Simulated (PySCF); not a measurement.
pyridine-4-carbonitrile (C₆H₄N₂), SMILES N#Cc1ccncc1. The structure is a stationary point at PBE-D3(BJ)/def2-SVP.

Computed equilibrium geometry at PBE-D3(BJ)/def2-SVP (PySCF confirms it by a frequency run) as Cartesian coordinates in Å, and its point group:
point group C2v.
```xyz
12

N      0.0000     0.0000     3.2169
C      0.0000     0.0000     2.0434
C      0.0000     0.0000     0.6081
C      0.0000     1.2131    -0.1145
C      0.0000     1.1483    -1.5153
N      0.0000     0.0000    -2.2109
C      0.0000    -1.1483    -1.5153
C      0.0000    -1.2131    -0.1145
H      0.0000     2.1787     0.4105
H      0.0000     2.0813    -2.1065
H      0.0000    -2.0813    -2.1065
H      0.0000    -2.1787     0.4105
```
Charge 0, spin multiplicity 1.
